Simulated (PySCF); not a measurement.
Distorted geometries of CeH4(H2O)

CeH4(H2O) (singlet). PySCF 2.14.0, RKS r2SCAN, Ce lcecp-2-SVP with ECP46, H def2-SVP, O def2-SVP; non-relativistic Hamiltonian with scalar-relativistic core potentials where named; density fitting; no spin-orbit coupling. Relaxed geometry:

```xyz
8

Ce    0.1249    0.2163    0.0000
H    -0.5561   -0.4384    1.7747
H    -0.1016   -0.7007   -1.7747
H     2.1143    0.3122    0.2458
H    -0.7867    1.9871   -0.2458
O    -1.1095   -1.9216    0.0000
H    -1.4851   -2.3432    0.7835
H    -1.2868   -2.4577   -0.7835
```

Problem. Order these distorted geometries by energy above the relaxed one, lowest first.
A.
```xyz
8

Ce    0.0228    0.3646   -0.1697
H    -0.4276   -0.4254    1.7008
H    -0.2462   -0.6454   -1.7758
H     2.2213    0.3962    0.4294
H    -0.6126    2.0058   -0.3249
O    -0.9918   -1.9131    0.1195
H    -1.7029   -2.4628    0.6961
H    -1.3496   -2.6660   -0.6754
```
B.
```xyz
8

Ce    0.0502    0.1797    0.0508
H    -0.5124   -0.4408    1.7207
H    -0.0272   -0.6051   -1.7733
H     2.1491    0.2183    0.2275
H    -0.7706    1.9139   -0.2959
O    -1.1687   -1.9011    0.1336
H    -1.5398   -2.3101    0.7640
H    -1.2672   -2.4009   -0.8274
```
C.
```xyz
8

Ce    0.0951    0.2203    0.0491
H    -0.5298   -0.4169    1.7722
H    -0.1073   -0.7116   -1.7561
H     2.1180    0.3370    0.2718
H    -0.7944    2.0044   -0.2605
O    -1.1018   -1.9421   -0.0179
H    -1.4702   -2.3450    0.7508
H    -1.2962   -2.4922   -0.8094
```

Solution. C (0.07 eV), B (1.16 eV), A (2.02 eV).

Problem. Which forces (eV/Å) act in the one that lies 2.02 eV up?

Solution. 
```
Ce   2.88 -3.13  2.37
H    0.08  0.60 -0.47
H   -0.03 -0.31 -0.77
H   -1.42  0.01 -0.56
H   -1.38  2.97 -0.32
O   -4.94 -6.42 -1.87
H    2.53  2.73 -0.28
H    2.27  3.56  1.91
```
Forces carry noise of the integration grid, about 0.01 to 0.03 eV/Å.

No frequency check is given that shows the relaxed geometry to be a minimum.
